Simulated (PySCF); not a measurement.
Bond stretch in SMILES C=S (CH2S). The C1–S4 bond (C1 also carries H, H; S4 carries nothing else) is varied alone, starting from the PBE0/def2-TZVP optimised geometry.

Methods: RHF/6-31G (PySCF); UKS-BHandHLYP = PySCF 2.14.0 with unrestricted BHandHLYP/6-31G; UCCSD(T) = CCSD(T) on UHF/6-31G, 6 core orbitals frozen run with PySCF 2.14.0.

Energies relative to the lowest point of each curve near equilibrium, in kcal/mol:

| R / Å | RHF | UKS-BHandHLYP |
|---|---|---|
| 1.29 | 117.3 | 115.6 |
| 1.45 | 25.7 | 25.7 |
| 1.49 | 14.9 | 15.1 |
| 1.56 | 3.8 | 4.0 |
| 1.60 | 0.9 | 1.1 |
| 1.65 | 0.0 | 0.0 |
| 1.71 | 2.1 | 1.8 |
| 1.74 | 4.2 | 3.7 |
| 1.96 | 30.6 | 25.0 |
| 2.16 | 58.7 | 47.7 |
| 2.43 | 86.5 | 73.9 |
| 2.85 | 110.2 | 94.3 |

What does UCCSD(T) give at the same points?

1.29: 130.1; 1.45: 33.5; 1.49: 21.3; 1.56: 7.6; 1.60: 3.2; 1.65: 0.3; 1.71: 0.0; 1.74: 0.8; 1.96: 18.5; 2.16: 41.6; 2.43: 68.7; 2.85: 92.1 (kcal/mol).

The restricted form behind RHF keeps the bonding electrons paired and can't separate into open-shell fragments. The unrestricted determinant behind UKS-BHandHLYP is spin-contaminated at 1.86 to 5.65 Å (<S²> up to 2.0, against 0.00 for a pure singlet). The unrestricted solution behind UCCSD(T) changes between 2.16 and 2.43 Å, which can leave a kink. The unrestricted determinant behind UCCSD(T) is spin-contaminated at 1.56 to 5.65 Å (<S²> up to 2.0, against 0.00 for a pure singlet).
